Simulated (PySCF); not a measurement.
C₃H₁₀O₂Si, SMILES CC[SiH](O)OC, GFN2-xTB optimised geometry.

```
16

Si     0.12    -0.64     0.00
O      1.74    -0.64     0.00
C     -0.43    -1.60     1.55
C     -1.91    -1.97     1.56
O     -0.27     0.94     0.00
C     -1.54     1.52     0.06
H     -0.40    -1.27    -1.22
H      2.21     0.08    -0.41
H      0.16    -2.51     1.64
H     -0.20    -1.01     2.44
H     -2.15    -2.59     0.71
H     -2.16    -2.51     2.47
H     -2.53    -1.07     1.52
H     -2.21     1.08    -0.68
H     -1.97     1.40     1.05
H     -1.42     2.59    -0.16
```

Density from PySCF with PBE0/def2-TZVP at that geometry.

Minimum of the electron density along straight lines between bonded atoms, close to the bond critical point (lines longer than 1.1 times the sum of covalent radii, or with two minima, are not listed):

```csv
bond,length / Å,ρ at the minimum / e bohr⁻³,∇²ρ there / e bohr⁻⁵,position (fraction from the first atom)
Si1–O2,1.621,0.146,0.93,0.41
Si1–C3,1.902,0.122,0.13,0.39
C3–C4,1.527,(withheld),(withheld),0.50
Si1–O5,1.632,0.140,0.89,0.41
O5–C6,1.395,0.263,(withheld),0.66
Si1–H7,1.467,0.127,0.16,0.49
O2–H8,0.954,0.361,-2.50,0.81
C3–H9,1.090,0.275,-0.92,0.64
C3–H10,1.092,0.273,-0.91,0.64
C4–H11,1.088,0.280,-0.96,0.64
C4–H12,1.089,0.279,-0.95,0.64
C4–H13,1.088,0.279,-0.95,0.64
C6–H14,1.092,0.284,-1.00,0.64
C6–H15,1.093,0.284,-1.00,0.64
C6–H16,1.091,0.286,-1.02,0.65
```

**Question.** Some entries are withheld; supply them.

**Answer.** 
- C3–C4, ρ at the minimum / e bohr⁻³: 0.240
- C3–C4, ∇²ρ there / e bohr⁻⁵: -0.58
- O5–C6, ∇²ρ there / e bohr⁻⁵: -0.47
